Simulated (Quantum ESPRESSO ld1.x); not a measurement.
The numbers below are computed, except where a source is named.
The table gives one normalised radial function P(r) = r R(r) (large component) of Ta+ in [Xe] 4f13 5d2 6s2 6p1 (r in bohr). Level of theory: Dirac Kohn-Sham, LDA (Slater exchange, Perdew-Zunger correlation), spin-unpolarised, spherical densities, point nucleus; open shells are shared between the two j in proportion to 2j + 1 (ld1.x of Quantum ESPRESSO 7.5).

r,P
0.001739,0.0036
0.002766,0.0062
0.004399,0.0110
0.006996,0.0199
0.01113,0.0354
0.0177,0.0586
0.02814,0.0827
0.04476,0.0810
0.07119,0.0121
0.1132,-0.1024
0.1801,-0.0859
0.2864,0.1282
0.4555,0.1178
0.7244,-0.2259
1.152,-0.2123
1.832,0.3092
2.914,0.6243
4.635,0.3870
7.371,0.0799
11.72,0.0037

Which n and l does it have? It may be an empty orbital.

Answer. n = 6, l = 1: the number of nodes gives n - l - 1 = 4, the rise at small r points to l (for j = l - 1/2 the large component starts as r^gamma with gamma = sqrt(l^2 - (Z/c)^2) = 0.85 and the r^(l+1) term takes over further out; the orbital of l - 1 with the same j starts with the same power, but with a larger coefficient, and does not steepen), and the extent must fit the shell. The curve is that of 6p1/2; the two j differ most near the nucleus, where j = l - 1/2 has the larger amplitude, and in heavy atoms j = l - 1/2 is also the more compact. 6p1/2: eigenvalue -9.525 eV, 4 radial nodes at r = 0.0749, 0.221, 0.541, 1.43 bohr, <r> = 3.38 bohr, 90 % of the charge inside 4.94 bohr.
